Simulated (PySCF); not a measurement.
Computed IR spectrum (relative IR intensity) of a molecule C₄H₅Cl. The structure is a stationary point at B3LYP-D3(BJ)/def2-SVP. The values are those of a single conformer. Calculation: B3LYP-D3(BJ)/def2-SVP (PySCF 2.14.0). Frequencies are harmonic and unscaled.

Lines under 2 % of the strongest are left out, and lines within 2 cm⁻¹ are merged.

ν (cm⁻¹): 489 (m), 560 (w), 726 (s), 755 (vs), 874 (m), 897 (s), 1087 (vw), 1243 (s), 1385 (vw), 1412 (w), 1454 (w), 1473 (m), 2069 (m), 3024 (m), 3090 (m), 3108 (w), 3141 (m), 3189 (w) (against the strongest line: vs over 80 %, s over 45 %, m over 15 %, w over 4 %, vw less)

Q: Pick the molecule that these values belong to.
(A) CC=C=CCl
(B) C#CCCCl
(C) C=CC(=C)Cl
(D) ClC1=CCC1

A: A, CC=C=CCl
